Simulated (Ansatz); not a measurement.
Start from `C[Se][SiH3]` and change one atom or group to get `C[Se][AsH2]`.

Ansatz, PBE0-D4/def2-TZVP geometries, multiplicity 1. 

Scalar relativity is left out up to krypton.

```csv
property,`C[Se][SiH3]`
LUMO energy (PBE/def2-TZVPP) / eV,-0.98
HOMO energy (PBE0/def2-TZVPP) / eV,-6.61
HOMO–LUMO gap (PBE/def2-TZVPP) / eV,4.51
HOMO–LUMO gap (B3LYP/def2-TZVPP) / eV,6.03
size of the dipole moment (B3LYP/def2-TZVPP) / D,1.32
HOMO energy (ωB97M-V/def2-TZVPP) / eV,-8.77
```

What does the change do to each property? (Best estimate.)

Ansatz gave: 
```tsv
property	`C[Se][AsH2]`	shift
LUMO energy (PBE/def2-TZVPP) / eV	-1.57	-0.59
HOMO energy (PBE0/def2-TZVPP) / eV	-6.44	0.17
HOMO–LUMO gap (PBE/def2-TZVPP) / eV	3.72	-0.79
HOMO–LUMO gap (B3LYP/def2-TZVPP) / eV	5.23	-0.80
size of the dipole moment (B3LYP/def2-TZVPP) / D	1.03	-0.29
HOMO energy (ωB97M-V/def2-TZVPP) / eV	-8.60	0.17
```

With PBE0 the HOMO rises by 0.17 eV and the LUMO falls by 0.62 eV, so the gap narrows by about 0.79 eV. PBE moves the HOMO by 0.20 eV and ωB97M-V by 0.17 eV. The zero-point energy changes by -24.0 kJ/mol with -3 modes. Dipoles are sizes alone; their direction can turn.

B3LYP here is the variant with VWN-RPA as its local correlation; programs differ in this.

Spin–orbit coupling is left out; it splits and shifts lone-pair levels of the heavy atoms by tenths of an eV.
